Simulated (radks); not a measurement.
Results of a calculation; reference values are marked as such.
Kinetic energies: the exact non-interacting value of the Kohn-Sham orbitals and orbital-free approximations, as 100 (|E| - |E exact|)/|E exact|, negative where the magnitude is too small. Species: Ga21+ [Ne]; Pb3+ [Xe] 4f14 5d10 6s1. Level of theory: non-relativistic Kohn-Sham, LDA (Slater exchange, Perdew-Wang correlation), spin-polarised, spherical densities, point nucleus (a radial shooting solver on a logarithmic mesh with Libxc functionals). Every spin shell is full or empty, so the densities are truly spherical. Functionals are evaluated on that one density, not self-consistently.

[
 {"functional": "exact (hartree)", "Ga21+": "1662.03", "Pb3+": "19510.9"},
 {"functional": "Thomas-Fermi", "Ga21+": "-6.34", "Pb3+": "-4.58"},
 {"functional": "von Weizsacker", "Ga21+": "-42.46", "Pb3+": "-64.91"},
 {"functional": "TF + vW", "Ga21+": "+51.21", "Pb3+": "+30.51"},
 {"functional": "TF + vW/9", "Ga21+": "+0.06", "Pb3+": "-0.68"},
 {"functional": "LC94", "Ga21+": "+0.70", "Pb3+": "+0.02"},
 {"functional": "APBEK", "Ga21+": "+0.78", "Pb3+": "+0.05"},
 {"functional": "Pearson", "Ga21+": "-0.91", "Pb3+": "-0.83"},
 {"functional": "LKT", "Ga21+": "+29.58", "Pb3+": "+15.75"},
 {"functional": "PG1", "Ga21+": "+24.18", "Pb3+": "+12.28"},
 {"functional": "DePristo-Kress", "Ga21+": "+0.73", "Pb3+": "-0.20"}
]
